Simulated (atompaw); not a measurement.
## Scattering properties, PAW (atompaw) potential for Ta

tantalum (Ta), PAW, made with atompaw 4.2.0.5 (PBE, scalar-relativistic). Core [Kr] 4d10 4f14, reference 5s2 5p6 5d3 6s2 6p0. Waves: 5s (bound): rc 1.55 bohr; 6s (bound): rc 2.30 bohr; 5p (bound): rc 2.10 bohr; 6p (bound, empty): rc 2.30 bohr; 5d (bound): rc 2.20 bohr; 5d channel at 1.75 Ry: rc 2.20 bohr. Local part: bessel scheme, radius 2.00 bohr. Core correction: smooth core density matched at 1.35 bohr. Augmentation charge: besselshape compensation charge, radius 1.80 bohr; PAW radius 2.30 bohr; waves and projectors: custom polynom vanderbiltortho.

The phase is arctan(r·u′/u) with u = r·R(r), unwrapped; energies in Ry, scanned from -7 to 5 Ry. A pole is an energy at which the radial function vanishes at the test radius. The pseudo phase is shifted by a multiple of π to meet the all-electron one at the reference energy, and phase errors are pseudo minus all-electron; the curves can meet again beyond the range given. Levels narrower than the energy grid can be missing from the lists of poles.

Question: For each channel, where are the poles, and over which energies does the pseudopotential scatter like the atom?

Answer:

```csv
channel,radius (bohr),reference energy (Ry),"poles, all-electron","poles, pseudo",unbroken range about the reference energy with phases within 0.05 rad,phase error 1 Ry above the reference energy (rad)
s,2.31,-0.40,"-5.27, 4.29","-5.27, 4.06",the whole range,-0.004
p,2.31,-0.10,-2.60,-2.60,the whole range,+0.001
d,2.31,-0.26,0.95,0.95,the whole range,+0.000
```

Phases in the p channel:

```json
{"E (Ry)": "-7.00", "all-electron": "1.387", "pseudo": "1.388"}
{"E (Ry)": "-6.76", "all-electron": "1.383", "pseudo": "1.383"}
{"E (Ry)": "-6.52", "all-electron": "1.378", "pseudo": "1.378"}
{"E (Ry)": "-6.28", "all-electron": "1.373", "pseudo": "1.373"}
{"E (Ry)": "-6.04", "all-electron": "1.367", "pseudo": "1.367"}
{"E (Ry)": "-5.80", "all-electron": "1.360", "pseudo": "1.360"}
{"E (Ry)": "-5.56", "all-electron": "1.352", "pseudo": "1.353"}
{"E (Ry)": "-5.32", "all-electron": "1.343", "pseudo": "1.344"}
{"E (Ry)": "-5.08", "all-electron": "1.333", "pseudo": "1.334"}
{"E (Ry)": "-4.84", "all-electron": "1.321", "pseudo": "1.321"}
{"E (Ry)": "-4.60", "all-electron": "1.306", "pseudo": "1.306"}
{"E (Ry)": "-4.36", "all-electron": "1.286", "pseudo": "1.286"}
{"E (Ry)": "-4.12", "all-electron": "1.259", "pseudo": "1.259"}
{"E (Ry)": "-3.88", "all-electron": "1.217", "pseudo": "1.218"}
{"E (Ry)": "-3.64", "all-electron": "1.144", "pseudo": "1.145"}
{"E (Ry)": "-3.40", "all-electron": "0.970", "pseudo": "0.971"}
{"E (Ry)": "-3.16", "all-electron": "0.194", "pseudo": "0.195"}
{"E (Ry)": "-2.92", "all-electron": "-1.225", "pseudo": "-1.225"}
{"E (Ry)": "-2.68", "all-electron": "-1.528", "pseudo": "-1.528"}
{"E (Ry)": "-2.44", "all-electron": "-1.633", "pseudo": "-1.633"}
{"E (Ry)": "-2.20", "all-electron": "-1.689", "pseudo": "-1.689"}
{"E (Ry)": "-1.96", "all-electron": "-1.727", "pseudo": "-1.726"}
{"E (Ry)": "-1.72", "all-electron": "-1.756", "pseudo": "-1.756"}
{"E (Ry)": "-1.48", "all-electron": "-1.783", "pseudo": "-1.782"}
{"E (Ry)": "-1.24", "all-electron": "-1.808", "pseudo": "-1.808"}
{"E (Ry)": "-1.00", "all-electron": "-1.833", "pseudo": "-1.833"}
{"E (Ry)": "-0.76", "all-electron": "-1.859", "pseudo": "-1.859"}
{"E (Ry)": "-0.52", "all-electron": "-1.889", "pseudo": "-1.889"}
{"E (Ry)": "-0.28", "all-electron": "-1.923", "pseudo": "-1.923"}
{"E (Ry)": "-0.04", "all-electron": "-1.963", "pseudo": "-1.963"}
{"E (Ry)": "0.20", "all-electron": "-2.012", "pseudo": "-2.012"}
{"E (Ry)": "0.44", "all-electron": "-2.074", "pseudo": "-2.073"}
{"E (Ry)": "0.68", "all-electron": "-2.155", "pseudo": "-2.154"}
{"E (Ry)": "0.92", "all-electron": "-2.266", "pseudo": "-2.264"}
{"E (Ry)": "1.16", "all-electron": "-2.423", "pseudo": "-2.419"}
{"E (Ry)": "1.40", "all-electron": "-2.649", "pseudo": "-2.642"}
{"E (Ry)": "1.64", "all-electron": "-2.964", "pseudo": "-2.950"}
{"E (Ry)": "1.88", "all-electron": "-3.338", "pseudo": "-3.318"}
{"E (Ry)": "2.12", "all-electron": "-3.684", "pseudo": "-3.663"}
{"E (Ry)": "2.36", "all-electron": "-3.946", "pseudo": "-3.926"}
{"E (Ry)": "2.60", "all-electron": "-4.128", "pseudo": "-4.111"}
{"E (Ry)": "2.84", "all-electron": "-4.255", "pseudo": "-4.240"}
{"E (Ry)": "3.08", "all-electron": "-4.346", "pseudo": "-4.332"}
{"E (Ry)": "3.32", "all-electron": "-4.413", "pseudo": "-4.401"}
{"E (Ry)": "3.56", "all-electron": "-4.466", "pseudo": "-4.454"}
{"E (Ry)": "3.80", "all-electron": "-4.507", "pseudo": "-4.497"}
{"E (Ry)": "4.04", "all-electron": "-4.541", "pseudo": "-4.531"}
{"E (Ry)": "4.28", "all-electron": "-4.570", "pseudo": "-4.559"}
{"E (Ry)": "4.52", "all-electron": "-4.594", "pseudo": "-4.583"}
{"E (Ry)": "4.76", "all-electron": "-4.614", "pseudo": "-4.604"}
{"E (Ry)": "5.00", "all-electron": "-4.633", "pseudo": "-4.622"}
```
